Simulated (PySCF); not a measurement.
# [TmCl3(H2O)]−: from a saddle point downhill

PySCF 2.14.0, RKS PBE0, Tm lcecp-0-SVP with ECP59, Cl def2-SVP, O def2-SVP, H def2-SVP; non-relativistic Hamiltonian with scalar-relativistic core potentials where named; density fitting; no spin-orbit coupling. Relaxed within the symmetry of its start, the geometry (Cs) is

```xyz
7

Tm    0.1173   -0.0267    0.0267
Cl    1.3555    1.7378    1.5744
Cl   -2.4266   -0.7141    0.7141
Cl    1.3555   -1.5744   -1.7378
O    -1.5971    1.3507   -1.3507
H    -2.0893    1.5941   -0.5495
H    -2.0893    0.5495   -1.5941
```

and its lowest harmonic modes are -247, 49, 54, 60, 66, 134 cm⁻¹ (negative: unstable). It was moved along the lowest mode and relaxed again.

Question: Where does it end, and how much lower?

Answer: In Cs, 0.251 eV lower, after 28 steps:
```xyz
7

Tm   -0.0071   -0.3163   -0.3123
Cl    0.5752    1.9883    0.9736
Cl   -2.4691   -1.1246    0.4477
Cl    1.7675   -1.8274   -1.5822
O    -1.6556    1.4408   -1.1377
H    -1.2542    2.0248   -0.4616
H    -2.3306    0.9264   -0.6494
```

Question: How do the contacts change?

Answer: 
```tsv
contact	saddle (Å)	end (Å)
Tm1–Cl2 (Cl)	2.654	2.703
Tm1–Cl3 (Cl)	2.723	2.700
Tm1–Cl4 (Cl)	2.654	2.654
Tm1–O5 (H2O)	2.595	2.547
```


Question: Is the end a minimum?

Answer: Yes; lowest modes 55, 59, 72, 121, 135, 210 cm⁻¹.

An lcecp potential fixes the number of 4f electrons, so in runs with it no electron can move into or out of that shell.

State: singlet in the valence, with the 4f electrons in the core potential.
